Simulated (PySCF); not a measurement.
B(F)(GeH3)(OMe) (CH6BFGeO), SMILES CO[B](F)[GeH3]. The structure is a stationary point at TPSSh-D3(BJ)/def2-SVP. This is a generated structure with no PubChem entry under its InChIKey; it may be hypothetical. Other conformers were not sampled.

Computed equilibrium geometry at TPSSh-D3(BJ)/def2-SVP (PySCF confirms it by a frequency run) as bond lengths and angles, and its point group (one conformer of several):
point group Cs.
Atoms: B1 F2 Ge3 H4 H5 H6 O7 C8 H9 H10 H11. Bonded distances (Å): B1–F2 1.336, B1–Ge3 2.089, B1–O7 1.347, Ge3–H4 1.543, Ge3–H5 1.543, Ge3–H6 1.537, O7–C8 1.417, C8–H9 1.100, C8–H10 1.100, C8–H11 1.103. Angles (°): F2–B1–Ge3 118.8, F2–B1–O7 115.7, Ge3–B1–O7 125.5, B1–Ge3–H4 111.5, B1–Ge3–H5 111.5, B1–Ge3–H6 111.5, H4–Ge3–H5 106.1, H4–Ge3–H6 108.0, H5–Ge3–H6 108.0, B1–O7–C8 125.0, O7–C8–H9 108.8, O7–C8–H10 108.8, O7–C8–H11 112.2, H9–C8–H10 108.9, H9–C8–H11 109.1, H10–C8–H11 109.1.
Charge 0, spin multiplicity 1.
